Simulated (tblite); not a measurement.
Species: C₆H₁₁OP.
Z-matrix (Å and degrees, GFN2-xTB geometry), rows numbered from 1:
```
C 
C   1  1.4920
C   2  1.3349  1  126.33
C   3  1.4906  2  129.45  1     1.58
P   3  1.8108  2  110.59  1  -179.86
O   5  1.4641  3  119.03  2  -138.40
C   5  1.8333  3   93.00  2   -12.96
C   2  1.5109  1  117.21  3  -178.42
H   1  1.0901  2  110.13  3  -120.69
H   1  1.0856  2  111.60  3     0.45
H   1  1.0899  2  109.83  3   121.06
H   4  1.0898  3  108.50  2   156.57
H   4  1.0911  3  110.90  2   -84.74
H   4  1.0886  3  111.79  2    36.45
H   5  1.4000  3  105.69  2    93.43
H   7  1.0943  5  105.80  3   -95.15
H   7  1.0894  5  113.68  3   146.27
H   8  1.0924  2  110.51  1   -39.81
H   8  1.0941  2  108.62  1    77.66
```

All values are computed: GFN2-xTB (tblite) harmonic vibrations without scaling, gas phase. The method is semi-empirical: single wavenumbers can be off by several per cent or more. Modes of hydrogen on phosphorus can be 10 to 20 % off. One conformer, not necessarily the lowest.

Harmonic wavenumbers (cm⁻¹): 79.5, 87.1, 95.0, 137.2, 202.0, 251.5, 282.0, 352.3, 375.3, 414.9, 466.0, 538.8, 650.3, 720.0, 743.3, 850.9, 861.8, 919.8, 951.4, 980.9, 1014.4, 1026.5, 1043.3, 1092.7, 1103.9, 1143.4, 1184.3, 1228.9, 1232.6, 1287.2, 1314.1, 1396.5, 1400.5, 1430.2, 1468.0, 1468.9, 1474.8, 1477.6, 1483.2, 1705.9, 2230.9, 2936.8, 2947.5, 2971.6, 2984.6, 2988.9, 2997.5, 3012.3, 3014.8, 3019.3, 3062.7.

A = 2609, B = 1535, C = 1030 MHz; mass 130.055 u (most abundant isotopes); point group C1, symmetry number 1.

Question: What is the zero-point energy?

Answer: Half the sum of the wavenumbers: 34052 cm⁻¹ = 407.35 kJ/mol.

Question: What is S at 200 K and 1 bar for an ideal gas of classical rigid rotors and harmonic oscillators?

Answer: Translation 161.27, rotation 115.29, vibration 70.21: S = 346.8 J/(mol K).

Question: And Cp and H(200 K) − H(0)?

Answer: Cp = 113.21 J/(mol K), of which vibrations give 79.96 (their classical limit is 51 R = 424.0); H(200 K) − H(0) = 14.64 kJ/mol without the zero-point energy, 7.98 from vibrations.

Question: How do the functions run with temperature in this model?

Answer: 
```json
{"T (K)": "50", "S (J/(mol K))": "239.2", "Cp (J/(mol K))": "52.4", "H − H(0) (kJ/mol)": "1.98", "G − H(0) (kJ/mol)": "-9.98", "ln q(vib)": "0.28"}
{"T (K)": "100", "S (J/(mol K))": "282.8", "Cp (J/(mol K))": "75.1", "H − H(0) (kJ/mol)": "5.19", "G − H(0) (kJ/mol)": "-23.09", "ln q(vib)": "1.28"}
{"T (K)": "298.15", "S (J/(mol K))": "399.2", "Cp (J/(mol K))": "152.5", "H − H(0) (kJ/mol)": "27.65", "G − H(0) (kJ/mol)": "-91.37", "ln q(vib)": "6.00"}
{"T (K)": "373.15", "S (J/(mol K))": "436.7", "Cp (J/(mol K))": "183.3", "H − H(0) (kJ/mol)": "40.25", "G − H(0) (kJ/mol)": "-122.72", "ln q(vib)": "7.80"}
{"T (K)": "500", "S (J/(mol K))": "497.1", "Cp (J/(mol K))": "229.9", "H − H(0) (kJ/mol)": "66.55", "G − H(0) (kJ/mol)": "-182.00", "ln q(vib)": "10.85"}
{"T (K)": "750", "S (J/(mol K))": "603.9", "Cp (J/(mol K))": "296.7", "H − H(0) (kJ/mol)": "133.00", "G − H(0) (kJ/mol)": "-319.96", "ln q(vib)": "16.76"}
{"T (K)": "1000", "S (J/(mol K))": "695.7", "Cp (J/(mol K))": "340.5", "H − H(0) (kJ/mol)": "213.01", "G − H(0) (kJ/mol)": "-482.71", "ln q(vib)": "22.36"}
```

q(vib) and H(0) count from the zero-point level.

Question: What must be added to the electronic energy to get the Gibbs energy at 200 K and 1 bar?

Answer: ZPE + [H(200 K) − H(0)] − T·S = 407.35 + 14.64 − 69.35 = 352.64 kJ/mol.

Hindered rotation and anharmonicity are outside this model. Other conformers, if any are populated, would add a mixing term that is left out. The structure is chiral; the term R ln 2 for an equal mix with its mirror image is left out.

Time: 0.71 s wall. Hardware: one thread, Arm Neoverse V1 (aarch64) (shared host). The figure is for the frequency step alone.
